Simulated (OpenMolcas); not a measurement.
**Ar6+: effect of the IPEA shift**

| Property | Result |
| --- | --- |
| Program | OpenMolcas 26.06 |
| Basis | ANO-RCC-VTZP [5s4p2d1f] |
| Scalar Hamiltonian | DKH2, point nucleus |
| Active space | 2 electrons in 9 orbitals (RAS2 3s 3p; RAS3 3d, at most 2 electrons) |
| State averaging | 2S+1 = 3 even, 3 roots; 2S+1 = 1 even, 7 roots; 2S+1 = 3 odd, 3 roots; 2S+1 = 1 odd, 3 roots |
| Spin-orbit coupling | RASSI with atomic mean-field integrals over the reference wave functions, term energies averaged over their components |

Methods on the same reference wave functions:
A. RASSCF
B. MS-RASPT2, IPEA 0 Eh, imaginary shift 0.1 Eh (closed shells correlated: 2s 2p)
C. MS-RASPT2, IPEA 0.25 Eh, imaginary shift 0.1 Eh (closed shells correlated: 2s 2p)

Energies in cm⁻¹ above 3s² ¹S₀, the measured ground level; measured values from Saloman, J. Phys. Chem. Ref. Data 39, 033101 (2010).

```json
{"Level": "3s² ¹S₀", "A": "0.0", "B": "0.0", "C": "0.0", "Measured": "0.0"}
{"Level": "3s 3p ³P°₀", "A": "111783", "B": "112678", "C": "112682", "Measured": "113101"}
{"Level": "3s 3p ³P°₁", "A": "112541", "B": "113435", "C": "113439", "Measured": "113906"}
{"Level": "3s 3p ³P°₂", "A": "114112", "B": "115007", "C": "115011", "Measured": "115590"}
{"Level": "3s 3p ¹P°₁", "A": "173963", "B": "173116", "C": "173132", "Measured": "170722"}
{"Level": "3p² ¹D₂", "A": "268306", "B": "269140", "C": "269146", "Measured": "264749"}
{"Level": "3p² ³P₀", "A": "270258", "B": "270961", "C": "270977", "Measured": "269836"}
{"Level": "3p² ³P₁", "A": "271109", "B": "271816", "C": "271833", "Measured": "270777"}
{"Level": "3p² ³P₂", "A": "272865", "B": "273580", "C": "273595", "Measured": "272562"}
```

Deviations, from unrounded energies. A percentage is the sum of absolute deviations over the sum of measured energies, with the sign that they share, or ± where signs differ.

```tsv
Against measurement	Levels	A	B	C
mean absolute deviation (cm-1)	8	1500	1400	1400
other configurations (%)	8	±0.8	±0.7	±0.7
```

A, B, C lie about equally close to measurement. The largest miss of B in the table is 3p² ¹D₂, by +4400 cm-1. The ranking rests on the paired levels alone, and a cruder setting can come out closer through cancelling errors.

Between B and C the level of the table that moves most is 3p² ³P₀, by 16 cm-1 (lowest in B, highest in C).

The lowest spin-free term lies below A's lowest term by 0.034 hartree in B, 0.034 hartree in C.

Active for correlation alone: 3d; no level in the range computed is led by a configuration that fills it, so any true level of that kind is missing. Some terms mix strongly with configurations of 3d, whose occupation reaches 0.17 (3p² ¹D). Some levels mix across a computed gap that differs much from the measured one, so their mixing is not that of the real levels (holds for B; C). Measured partners are found by configuration, term and J. A level has none where our copy of the source lacks it or the pairing is in doubt (some pairs that miss far off the trend of their configuration count as doubtful), and it then counts in no deviation. Levels of configurations outside the active space are missing. Levels that lie high or do not pair safely by name in every column are left out.

° marks odd parity.
